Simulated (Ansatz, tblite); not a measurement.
Removing and adding an electron: diborane 1,2-di F (B₂H₄F₂). The state is a singlet with charge 0. Geometry: B3LYP-D4/def2-TZVP. Ansatz, gas phase; energy differences of separate SCF runs; the oxidised species was run as a doublet alone; the reduced species was run as a doublet alone.

Cartesian coordinates in Å:
```
B 0.358 0.696 -0.445
F 1.514 1.212 -0.002
H -0.197 1.134 -1.400
H -0.562 0.622 0.519
B -0.380 -0.696 0.426
F 0.237 -1.199 1.506
H -1.404 -1.146 0.025
H 0.434 -0.623 -0.630
```

The xTB rows come from tblite. Correlated methods freeze 4 core orbitals. In CCSD on the charge 1 doublet the largest single amplitude is 0.38, so its Hartree–Fock determinant may place the open shell otherwise than the density functionals do.

```csv
level,−HOMO (eV),vertical IE (eV),−LUMO (eV),vertical EA (eV),HOMO–LUMO gap (eV),IE − EA (eV),remarks
PBE-D4/def2-TZVP,8.22,11.69,1.38,–,6.84,–,–
PBE-D4/def2-TZVPD,8.26,–,1.45,-0.53,6.81,–,HOMO above zero (-1 doublet)
r2SCAN-D4/def2-TZVPD,8.63,–,1.08,-0.69,7.55,–,HOMO above zero (-1 doublet)
PBE0-D4/def2-TZVPD,9.89,–,0.46,-0.63,9.43,–,HOMO above zero (-1 doublet)
CCSD(T)/def2-TZVPP,–,12.94,–,–,–,–,large T1 (0.062) (+1 doublet)
```

(1) Estimate the rows for GFN1-xTB, GFN2-xTB, r2SCAN-D4/def2-TZVP, PBE0-D4/def2-TZVP, CCSD/def2-TZVPP.

## Answers

(1) 
| level | −HOMO (eV) | vertical IE (eV) | −LUMO (eV) | vertical EA (eV) | HOMO–LUMO gap (eV) | IE − EA (eV) | remarks |
| --- | --- | --- | --- | --- | --- | --- | --- |
| GFN1-xTB | 12.75 | 16.25 | 5.83 | 1.96 | 6.92 | 14.29 | – |
| GFN2-xTB | 11.91 | 15.18 | 5.98 | 1.98 | 5.94 | 13.20 | – |
| r2SCAN-D4/def2-TZVP | 8.61 | 11.95 | 1.04 | – | 7.57 | – | – |
| PBE0-D4/def2-TZVP | 9.86 | 12.33 | 0.39 | – | 9.47 | – | – |
| CCSD/def2-TZVPP | – | 13.14 | – | – | – | – | large T1 (0.062) (+1 doublet) |

Run but left out: HF/def2-TZVPP, MP2/def2-TZVPP (charge +1 doublet: a determinant that CCSD turns far, T1 0.062).   A HOMO above zero means that the electron is unbound at that level or that self-interaction error raises the level; the energy of removing that electron tells which. Raw xTB energy differences between charge states are shifted by several eV; the methods need an empirical correction for them. A negative affinity means that the extra electron isn't bound; its size then hangs on the basis.
